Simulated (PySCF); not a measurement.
C3HBrCl2, SMILES ClC(Cl)=C=CBr. Atoms are numbered in the order given.

```xyz
7

Cl    -2.4016     0.1481     1.4643
C     -1.5170    -0.1545     0.0000
Cl    -2.4016     0.1481    -1.4643
C     -0.2788    -0.5854     0.0000
C      0.9624    -0.9900     0.0000
Br     2.4396     0.2110     0.0000
H      1.2703    -2.0390     0.0000
```

Coordinates come from a TPSSh-D3(BJ)/def2-SVP optimisation. This is a generated structure with no PubChem entry under its InChIKey; it may be hypothetical.

Level of theory: PySCF with HF/def2-TZVP.

Symmetry labels are those of the subgroup Cs that the program uses (full group Cs).

### Question
List the valence orbital energies around the gap with their symmetry. (Estimate from the structure and the level; the computed values follow.)

### Answer

```tsv
orbital	symmetry	energy (eV)
HOMO−7	A'	-15.08
HOMO−6	A'	-13.64
HOMO−5	A"	-13.41
HOMO−4	A"	-13.22
HOMO−3	A"	-12.67
HOMO−2	A'	-11.80
HOMO−1	A"	-10.49
HOMO	A'	-10.32
LUMO	A'	2.19
LUMO+1	A"	2.40
LUMO+2	A'	3.79
LUMO+3	A'	4.15
```
